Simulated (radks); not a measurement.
Task: These are the eigenvalues of the occupied orbitals of an atom or ion with whole-number occupations (eV). All-electron calculation, non-relativistic Kohn-Sham, PBE, spin-polarised, spherical densities, point nucleus. Program: a radial shooting solver on a logarithmic mesh with Libxc functionals.

orbital  eigenvalue
1s up     -332.0484
1s down   -330.9521
2s up      -57.6876

Which element is it, and in what charge state? The configuration may be excited. Open shells, if any, are filled with parallel spins first.

Result: Z = 6, carbon, charge +3: C3+ in [He] 2s1. The list shows which subshells hold electrons but not how many an open one holds; the 1s level, -12.203 hartree, gives Z - s = 4.9 by -(Z - s)^2/2, which with screening narrows Z to a few neighbours, and the depths of the outer levels then fix element, charge and occupations together.
